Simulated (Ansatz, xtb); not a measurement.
**Relative energy of two isomers of C3H4BrFO**

Structure X: `FC1(Br)COC1`, a singlet. Structure Y: `F[C@@H]1OC[C@@H]1Br`, a singlet. Both are isolated molecules in the gas phase, relaxed with r2SCAN-D4/def2-SVP.

X (Å):

```xyz
10

C    -0.5756   -2.4970    0.4606
C    -0.5452   -1.6218    1.7165
C    -0.8957   -1.2026   -0.2918
Br    1.1124   -3.3707   -0.0163
F    -1.5592   -3.4265    0.4383
O    -0.8042   -0.4493    0.9279
H     0.4113   -1.5691    2.2606
H    -1.3686   -1.8684    2.4121
H    -1.9151   -1.2147   -0.7198
H    -0.1666   -0.8779   -1.0513
```

Y (Å):

```xyz
10

C     0.3148   -2.1670    1.0465
C    -1.6669   -2.2005    0.4874
C    -0.6477   -1.0609    0.5783
Br   -0.2030   -0.0699   -1.0155
F     1.1453   -2.6123    0.0609
O    -0.7640   -3.0402    1.2484
H     0.9239   -2.0127    1.9541
H    -1.8275   -2.5846   -0.5338
H    -2.6303   -2.0558    1.0009
H    -0.8706   -0.3353    1.3716
```

Problem. Estimate E(Y) − E(X) at the level CCSD(T)/def2-SVP + ΔMP2/def2-TZVPP.

Solution. Calculated at CCSD(T)/def2-SVP + ΔMP2/def2-TZVPP: E(Y) − E(X) = −0.356 eV, so structure Y lies lower.

Level by level:

```csv
level,geometry,E(Y) − E(X) (eV),departure from the last row (eV),"job, with rough time for the two"
GFN2-xTB,GFN2-xTB,−0.126,+0.230,"optimisation, 0.1 s"
HF/STO-3G,GFN2-xTB,−0.095,+0.262,"single point, 0.48 s"
r2SCAN-D4/def2-SVP//GFN2-xTB,GFN2-xTB,−0.355,+0.001,"single point, 6 s"
r2SCAN-D4/def2-SVP,r2SCAN-D4/def2-SVP,−0.355,+0.001,"optimisation, 50 s"
HF/def2-SVP,r2SCAN-D4/def2-SVP,−0.407,−0.051,part of the CCSD(T) run
MP2/def2-SVP,r2SCAN-D4/def2-SVP,−0.421,−0.065,part of the CCSD(T) run
CCSD(T)/def2-SVP,r2SCAN-D4/def2-SVP,−0.398,−0.042,single point
CCSD(T)/def2-SVP + ΔMP2/def2-TZVPP,r2SCAN-D4/def2-SVP,−0.356,,"single point, 83 s"
```

As drawn, both hold the same kinds of bond in the same numbers.

None of the levels shown reverses the order. The largest departure from CCSD(T)/def2-SVP + ΔMP2/def2-TZVPP is that of HF/STO-3G, 0.262 eV. The last row adds to CCSD(T) the change of the MP2 difference between the two basis sets, here +0.042 eV.

With thermal terms from frequencies at re-optimised GFN2-xTB minima (ideal gas, soft modes damped towards free rotors, one conformer each, 298.15 K, 1 atm): on the last row, ΔE + ΔZPE = −0.339, ΔH = −0.343, ΔG = −0.342 eV.

The correlated steps freeze 14 core orbitals; the filled d shell of Br is correlated, in a basis made for valence electrons. Mirror images aren't counted in ΔG. Run with Ansatz 0.2.0, xtb 6.7.1; the last row on 2 threads of Arm Neoverse V2 on a shared host.
